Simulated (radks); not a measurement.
All-electron atom: He0.75+ in 1s(up 1, down 0.25) (fractional occupations, a model configuration).

All-electron calculation, non-relativistic Kohn-Sham, r2SCAN, spin-polarised, spherical densities, point nucleus; meta-GGA in the generalised Kohn-Sham scheme. Program: a radial shooting solver on a logarithmic mesh with Libxc functionals.

Energy parts (hartree):
| part | energy |
|---|---|
| total | -2.27435 |
| kinetic | 2.25884 |
| electron-nucleus | -4.74820 |
| Hartree | 0.91685 |
| exchange-correlation | -0.70184 |

Orbitals (lengths in bohr, moments of r in powers of bohr; <r^-3> diverges for s and p1/2; r(90%) holds 90 % of the orbital's charge):
orbital,occ.,eigenvalue (hartree),<r^-3>,r(90%),<r^4>,<r^2>
1s up,1,-1.32818,-,1.41,1.826,0.8381
1s down,0.25,-1.05431,-,1.57,2.823,1.026

The highest occupied level is 1s down at -28.689 eV. Spin moment in Bohr magnetons: 0.75. The spin density at the nucleus is 1.888 e/bohr^3 (1s 1.888), a Fermi contact field of 99 T. The density falls to 0.001 e/bohr^3 at r = 2.13 bohr.
